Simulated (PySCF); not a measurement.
Structure problem from calculated spectra and properties.

Formula: C6H4FP3.

| Property | Result |
| --- | --- |
| 13C NMR | chemical shifts (computed TMS as zero) by class: 255.5 (1 C), 219.7 (1 C), 192.2 (1 C), 114.2 (1 C), 91.0 (1 C), 31.4 (1 C) ppm [GIAO PBE0/pcSseg-1] |
| Rotational structure | rotational constants A, B, C: 1.131, 0.800, 0.470 GHz [GFN2-xTB] |
| 1H NMR | chemical shifts (computed TMS as zero) by class: 4.90 (1 H), 3.49 (3 H) ppm [GIAO PBE0/pcSseg-1] |
| NMR, other nuclei | isotropic shieldings of nuclei other than C and H, by class: 216 (1 F), 20 (1 P), 84 (1 P), 105 (1 P) ppm [GIAO PBE0/pcSseg-1] |
| Dipole | 2.12 D [PBE0/pcSseg-1] |

Electronic properties: PySCF, gas phase, density fitting. Levels stand in brackets. Geometry: GFN2-xTB; no solvent, vibrations or thermal averaging. GFN2-xTB frequencies show an imaginary mode (34i cm⁻¹), so this geometry is no minimum at that level. Each NMR value is the plain mean over a class of atoms that symmetry, rotation or inversion makes alike.

Question: Give a SMILES that accounts for the data.

Answer: Numbering: `[CH:1]#[C:2][c:3]1[p:4][c:5]([CH3:6])[p:7][c:8]([F:9])[p:10]1`. 6 carbons fall into 6 classes; from least to most shielded: aromatic C–F carbon [C8] (255.5 ppm), substituted aromatic carbon [C5] (219.7 ppm), substituted aromatic carbon [C3] (192.2 ppm), terminal alkyne carbon [C1] (114.2 ppm), alkyne carbon [C2] (91.0 ppm), benzylic-type carbon [C6] (31.4 ppm). Hydrogen classes from least to most shielded: 1 H on a terminal alkyne carbon, C1 (4.90 ppm), 3 H on a benzylic-type carbon, C6 (3.49 ppm). The other shieldings belong to: 216 ppm, aryl fluorine [F9]; 20 ppm, phosphorus bonded to 2 C [P4]; 84 ppm, phosphorus bonded to 2 C [P10]; 105 ppm, phosphorus bonded to 2 C [P7]. By its constants the optimised geometry is an asymmetric top. Structure: `C#Cc1pc(C)pc(F)p1`. The assignments are read from this structure; whether some other isomer fits the data as well wasn't checked.
